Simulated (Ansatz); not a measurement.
Question: Name a neutral molecule of Br, C, Si and H with size of the dipole moment (PBE/def2-TZVPP) between 1.75 and 2.05 D and LUMO energy (PBE0/def2-TZVPP) between -2.80 and -2.50 eV (Ansatz, PBE0-D4/def2-TZVP geometry).

Answer: `C[Si]Br` (1.79 D, -2.63 eV). Other molecules can fit too; these were computed, each in one conformer that needn't be the lowest.
